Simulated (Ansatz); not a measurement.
Ansatz (a quantum-chemistry and plane-wave program) input (HF/3-21G): The .json file is the Basis Set Exchange's 3-21G.

Ansatz 0.2 input:
```yaml
crystal:
  periodic: [false, false, false]
  atoms:
    - {symbol: N, position_ang: [-1.19469695, -1.23144242, -0.56716968]}
    - {symbol: Si, position_ang: [0.05359716, -0.51676457, 0.38273996]}
    - {symbol: N, position_ang: [1.56562994, -1.09676034, -0.20158517]}
    - {symbol: Cl, position_ang: [-0.25174590, 1.69879622, 0.14937796]}
    - {symbol: H, position_ang: [-2.09629078, -0.81480155, -0.68635888]}
    - {symbol: H, position_ang: [-1.09428153, -2.12278282, -1.01152366]}
    - {symbol: H, position_ang: [2.40535292, -1.05534454, 0.34013020]}
    - {symbol: H, position_ang: [1.71800873, -1.35448355, -1.15874853]}
basis:
  gaussian:
    orbitals: 3-21G.json
hamiltonian:
  xc: {name: HF}
magnetization: {spin_polarized: true, initial_magnetization: 1}
phonons: {temperatures: {t_min: 298.15, t_max: 298.15, t_step: 100}}
```

Output:

```
Functional definition: HF
integrals: 0.01 GiB planned
682 factors; integrals over basis functions are off by at most 3.2e-4 eV
mean field: 0.18 GiB planned
mean field evaluation 1: about -23274.0926 eV, gradient 2.3e1 eV
mean field evaluation 2: about -23274.0945 eV, gradient 2.3e1 eV
mean field evaluation 4: about -23276.5155 eV, gradient 1.9e0 eV
mean field evaluation 8: about -23276.5616 eV, gradient 5.7e-4 eV
mean field -23276.56182757 eV, -855.3978697431 hartree, gradient 4.0e-5 eV, S^2 0.755889; 0 other end points of the search recorded, 0 dependent functions left out
the calculation of the forces begins
reference -23276.56182757 eV, -855.3978697431 hartree; 25, 24 occupied and 27, 28 virtual orbitals, 682 factors
these checks for a lower state are left out or cut short: stability, starts, cluster_reference, orbital_swaps, neighbouring_geometries, increment
integrals: 0.01 GiB planned
682 factors; integrals over basis functions are off by at most 3.2e-4 eV
mean field: 0.18 GiB planned
mean field evaluation 16: about -23276.5616 eV, gradient 7.2e-5 eV
mean field -23276.56161775 eV, -855.3978620323 hartree, gradient 1.4e-6 eV, S^2 0.755888; 0 other end points of the search recorded, 0 dependent functions left out
the calculation of the forces begins
reference -23276.56161775 eV, -855.3978620323 hartree; 25, 24 occupied and 27, 28 virtual orbitals, 682 factors
these checks for a lower state are left out or cut short: stability, starts, cluster_reference, orbital_swaps, neighbouring_geometries, increment
integrals: 0.01 GiB planned
682 factors; integrals over basis functions are off by at most 3.2e-4 eV
mean field: 0.18 GiB planned
mean field -23276.56162276 eV, -855.3978622164 hartree, gradient 1.4e-6 eV, S^2 0.755889; 0 other end points of the search recorded, 0 dependent functions left out
the calculation of the forces begins
reference -23276.56162276 eV, -855.3978622164 hartree; 25, 24 occupied and 27, 28 virtual orbitals, 682 factors
these checks for a lower state are left out or cut short: stability, starts, cluster_reference, orbital_swaps, neighbouring_geometries, increment
integrals: 0.01 GiB planned
682 factors; integrals over basis functions are off by at most 3.2e-4 eV
mean field: 0.18 GiB planned
mean field evaluation 32: about -23276.5616 eV, gradient 1.4e-6 eV
mean field -23276.56163736 eV, -855.3978627527 hartree, gradient 1.4e-6 eV, S^2 0.755882; 0 other end points of the search recorded, 0 dependent functions left out
the calculation of the forces begins
reference -23276.56163736 eV, -855.3978627527 hartree; 25, 24 occupied and 27, 28 virtual orbitals, 682 factors
these checks for a lower state are left out or cut short: stability, starts, cluster_reference, orbital_swaps, neighbouring_geometries, increment
integrals: 0.01 GiB planned
682 factors; integrals over basis functions are off by at most 3.2e-4 eV
mean field: 0.18 GiB planned
mean field -23276.56164142 eV, -855.3978629022 hartree, gradient 1.4e-6 eV, S^2 0.755895; 0 other end points of the search recorded, 0 dependent functions left out
the calculation of the forces begins
reference -23276.56164142 eV, -855.3978629022 hartree; 25, 24 occupied and 27, 28 virtual orbitals, 682 factors
these checks for a lower state are left out or cut short: stability, starts, cluster_reference, orbital_swaps, neighbouring_geometries, increment
integrals: 0.01 GiB planned
682 factors; integrals over basis functions are off by at most 3.2e-4 eV
mean field: 0.18 GiB planned
mean field -23276.56174494 eV, -855.3978667064 hartree, gradient 1.4e-6 eV, S^2 0.755872; 0 other end points of the search recorded, 0 dependent functions left out
the calculation of the forces begins
reference -23276.56174494 eV, -855.3978667064 hartree; 25, 24 occupied and 27, 28 virtual orbitals, 682 factors
these checks for a lower state are left out or cut short: stability, starts, cluster_reference, orbital_swaps, neighbouring_geometries, increment
integrals: 0.01 GiB planned
682 factors; integrals over basis functions are off by at most 3.2e-4 eV
mean field: 0.18 GiB planned
mean field -23276.56174884 eV, -855.3978668495 hartree, gradient 1.4e-6 eV, S^2 0.755905; 0 other end points of the search recorded, 0 dependent functions left out
the calculation of the forces begins
reference -23276.56174884 eV, -855.3978668495 hartree; 25, 24 occupied and 27, 28 virtual orbitals, 682 factors
these checks for a lower state are left out or cut short: stability, starts, cluster_reference, orbital_swaps, neighbouring_geometries, increment
integrals: 0.01 GiB planned
682 factors; integrals over basis functions are off by at most 3.2e-4 eV
mean field: 0.18 GiB planned
mean field -23276.56168384 eV, -855.3978644610 hartree, gradient 1.4e-6 eV, S^2 0.755895; 0 other end points of the search recorded, 0 dependent functions left out
[...]
mean field -23276.56179432 eV, -855.3978685209 hartree, gradient 1.4e-6 eV, S^2 0.755890; 0 other end points of the search recorded, 0 dependent functions left out
the calculation of the forces begins
reference -23276.56179432 eV, -855.3978685209 hartree; 25, 24 occupied and 27, 28 virtual orbitals, 682 factors
these checks for a lower state are left out or cut short: stability, starts, cluster_reference, orbital_swaps, neighbouring_geometries, increment
integrals: 0.01 GiB planned
682 factors; integrals over basis functions are off by at most 3.2e-4 eV
mean field: 0.18 GiB planned
mean field -23276.56171293 eV, -855.3978655299 hartree, gradient 1.4e-6 eV, S^2 0.755889; 0 other end points of the search recorded, 0 dependent functions left out
the calculation of the forces begins
reference -23276.56171293 eV, -855.3978655299 hartree; 25, 24 occupied and 27, 28 virtual orbitals, 682 factors
these checks for a lower state are left out or cut short: stability, starts, cluster_reference, orbital_swaps, neighbouring_geometries, increment
integrals: 0.01 GiB planned
682 factors; integrals over basis functions are off by at most 3.2e-4 eV
mean field: 0.18 GiB planned
mean field -23276.56171233 eV, -855.3978655078 hartree, gradient 1.4e-6 eV, S^2 0.755888; 0 other end points of the search recorded, 0 dependent functions left out
the calculation of the forces begins
reference -23276.56171233 eV, -855.3978655078 hartree; 25, 24 occupied and 27, 28 virtual orbitals, 682 factors
these checks for a lower state are left out or cut short: stability, starts, cluster_reference, orbital_swaps, neighbouring_geometries, increment
integrals: 0.01 GiB planned
682 factors; integrals over basis functions are off by at most 3.2e-4 eV
mean field: 0.18 GiB planned
mean field -23276.56182161 eV, -855.3978695239 hartree, gradient 1.4e-6 eV, S^2 0.755890; 0 other end points of the search recorded, 0 dependent functions left out
the calculation of the forces begins
reference -23276.56182161 eV, -855.3978695239 hartree; 25, 24 occupied and 27, 28 virtual orbitals, 682 factors
these checks for a lower state are left out or cut short: stability, starts, cluster_reference, orbital_swaps, neighbouring_geometries, increment
integrals: 0.01 GiB planned
682 factors; integrals over basis functions are off by at most 3.2e-4 eV
mean field: 0.18 GiB planned
mean field evaluation 288: about -23276.5618 eV, gradient 1.1e-5 eV
mean field -23276.56182361 eV, -855.3978695974 hartree, gradient 1.4e-6 eV, S^2 0.755888; 0 other end points of the search recorded, 0 dependent functions left out
the calculation of the forces begins
reference -23276.56182361 eV, -855.3978695974 hartree; 25, 24 occupied and 27, 28 virtual orbitals, 682 factors
these checks for a lower state are left out or cut short: stability, starts, cluster_reference, orbital_swaps, neighbouring_geometries, increment
integrals: 0.01 GiB planned
682 factors; integrals over basis functions are off by at most 3.2e-4 eV
mean field: 0.18 GiB planned
mean field -23276.56176621 eV, -855.3978674879 hartree, gradient 1.4e-6 eV, S^2 0.755889; 0 other end points of the search recorded, 0 dependent functions left out
the calculation of the forces begins
reference -23276.56176621 eV, -855.3978674879 hartree; 25, 24 occupied and 27, 28 virtual orbitals, 682 factors
these checks for a lower state are left out or cut short: stability, starts, cluster_reference, orbital_swaps, neighbouring_geometries, increment
integrals: 0.01 GiB planned
682 factors; integrals over basis functions are off by at most 3.2e-4 eV
mean field: 0.18 GiB planned
mean field -23276.56176869 eV, -855.3978675792 hartree, gradient 1.4e-6 eV, S^2 0.755888; 0 other end points of the search recorded, 0 dependent functions left out
the calculation of the forces begins
reference -23276.56176869 eV, -855.3978675792 hartree; 25, 24 occupied and 27, 28 virtual orbitals, 682 factors
these checks for a lower state are left out or cut short: stability, starts, cluster_reference, orbital_swaps, neighbouring_geometries, increment
integrals: 0.01 GiB planned
682 factors; integrals over basis functions are off by at most 3.2e-4 eV
mean field: 0.18 GiB planned
mean field -23276.56180637 eV, -855.3978689637 hartree, gradient 1.4e-6 eV, S^2 0.755893; 0 other end points of the search recorded, 0 dependent functions left out
the calculation of the forces begins
reference -23276.56180637 eV, -855.3978689637 hartree; 25, 24 occupied and 27, 28 virtual orbitals, 682 factors
these checks for a lower state are left out or cut short: stability, starts, cluster_reference, orbital_swaps, neighbouring_geometries, increment
integrals: 0.01 GiB planned
682 factors; integrals over basis functions are off by at most 3.2e-4 eV
mean field: 0.18 GiB planned
mean field -23276.56180427 eV, -855.3978688867 hartree, gradient 1.4e-6 eV, S^2 0.755884; 0 other end points of the search recorded, 0 dependent functions left out
the calculation of the forces begins
reference -23276.56180427 eV, -855.3978688867 hartree; 25, 24 occupied and 27, 28 virtual orbitals, 682 factors
these checks for a lower state are left out or cut short: stability, starts, cluster_reference, orbital_swaps, neighbouring_geometries, increment
integrals: 0.01 GiB planned
682 factors; integrals over basis functions are off by at most 3.2e-4 eV
mean field: 0.18 GiB planned
mean field evaluation 320: about -23276.5567 eV, gradient 7.1e-2 eV
mean field -23276.56181409 eV, -855.3978692475 hartree, gradient 1.4e-6 eV, S^2 0.755884; 0 other end points of the search recorded, 0 dependent functions left out
the calculation of the forces begins
reference -23276.56181409 eV, -855.3978692475 hartree; 25, 24 occupied and 27, 28 virtual orbitals, 682 factors
these checks for a lower state are left out or cut short: stability, starts, cluster_reference, orbital_swaps, neighbouring_geometries, increment
integrals: 0.01 GiB planned
682 factors; integrals over basis functions are off by at most 3.2e-4 eV
mean field: 0.18 GiB planned
mean field -23276.56181473 eV, -855.3978692711 hartree, gradient 1.4e-6 eV, S^2 0.755893; 0 other end points of the search recorded, 0 dependent functions left out
the calculation of the forces begins
reference -23276.56181473 eV, -855.3978692711 hartree; 25, 24 occupied and 27, 28 virtual orbitals, 682 factors
these checks for a lower state are left out or cut short: stability, starts, cluster_reference, orbital_swaps, neighbouring_geometries, increment
integrals: 0.01 GiB planned
682 factors; integrals over basis functions are off by at most 3.2e-4 eV
mean field: 0.18 GiB planned
mean field -23276.56168550 eV, -855.3978645219 hartree, gradient 1.4e-6 eV, S^2 0.755886; 0 other end points of the search recorded, 0 dependent functions left out
the calculation of the forces begins
reference -23276.56168550 eV, -855.3978645219 hartree; 25, 24 occupied and 27, 28 virtual orbitals, 682 factors
these checks for a lower state are left out or cut short: stability, starts, cluster_reference, orbital_swaps, neighbouring_geometries, increment
integrals: 0.01 GiB planned
682 factors; integrals over basis functions are off by at most 3.2e-4 eV
mean field: 0.18 GiB planned
mean field -23276.56168905 eV, -855.3978646523 hartree, gradient 1.4e-6 eV, S^2 0.755891; 0 other end points of the search recorded, 0 dependent functions left out
the calculation of the forces begins
reference -23276.56168905 eV, -855.3978646523 hartree; 25, 24 occupied and 27, 28 virtual orbitals, 682 factors
Total energy: -23276.56182757 eV, -855.3978697431 hartree
Atom 0 at    -1.194697    -1.231442    -0.567170 Å, force    -0.001191    -0.001051    -0.000716 eV/Å
Atom 1 at     0.053597    -0.516765     0.382740 Å, force     0.000132     0.001917     0.002072 eV/Å
Atom 2 at     1.565630    -1.096760    -0.201585 Å, force     0.000653    -0.000477     0.000024 eV/Å
Atom 3 at    -0.251746     1.698796     0.149378 Å, force    -0.000145     0.000577     0.000141 eV/Å
Atom 4 at    -2.096291    -0.814802    -0.686359 Å, force     0.000052     0.000085    -0.000282 eV/Å
Atom 5 at    -1.094282    -2.122783    -1.011524 Å, force     0.000111    -0.000500    -0.000294 eV/Å
Atom 6 at     2.405353    -1.055345     0.340130 Å, force    -0.000046    -0.000394    -0.000507 eV/Å
Atom 7 at     1.718009    -1.354484    -1.158749 Å, force     0.000434    -0.000158    -0.000438 eV/Å
Dipole moment:     0.166492    -1.012989    -0.123186 e Å
Vibrations: 111.92 204.32 274.86 304.27 334.63 410.95 625.02 672.91 874.20 879.50 1000.45 1007.40 1753.58 1769.78 3720.77 3736.65 3833.44 3845.79 cm⁻¹, zero-point energy 1.572147 eV
```

The blocks after the first are displaced geometries, from whose forces the wavenumbers follow.
